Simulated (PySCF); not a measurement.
A GIAO shielding run with PySCF 2.14.0 with density-fitted response routines (density fitting, non-relativistic, gas phase) on `C[C@@H](F)CCC([SiH3])[SiH3]`, C₅H₁₅FSi₂:

```
$ OMP_NUM_THREADS=1 python probes_run.py task.json out

{"job": {"kind": "nmr", "xc": "PBE0", "basis": "pcSseg-1"}, "charge": 0, "multiplicity": 1}
C      3.472213     0.308238     0.717992
C      2.165266    -0.457354     0.858672
F      1.853662    -0.549801     2.207189
C      1.005487     0.218532     0.133790
C     -0.260479    -0.635913     0.134863
C     -1.412900    -0.002845    -0.649211
Si    -2.028254     1.633022     0.114402
Si    -2.826059    -1.266448    -0.865102
H      3.334846     1.341495     1.027376
H      4.237292    -0.143654     1.344353
H      3.802996     0.285824    -0.316144
H      2.285653    -1.495277     0.519332
H      0.806222     1.172298     0.624778
H      1.313212     0.419641    -0.894299
H     -0.568424    -0.810177     1.167998
H     -0.015514    -1.611971    -0.297876
H     -1.039530     0.227880    -1.654188
H     -2.313956     1.429242     1.534538
H     -1.033629     2.702696    -0.032593
H     -3.239567     2.061868    -0.586973
H     -2.301411    -2.455762    -1.545911
H     -3.348718    -1.660517     0.443407
H     -3.893163    -0.684034    -1.679569
```

Hardware: 1 thread of an Intel Xeon, shared host. The job also computes population analyses, field gradients.

Question: How large is the calculation?

Answer: 82 electrons, 225 basis functions and 1212 auxiliary functions.

Question: How long does it take, and how much memory does it need?

Answer: 2.4 min of wall time, with 12 SCF cycles and 4 response iterations; peak memory 1 GiB. Times on a shared host scatter by some tens of per cent.
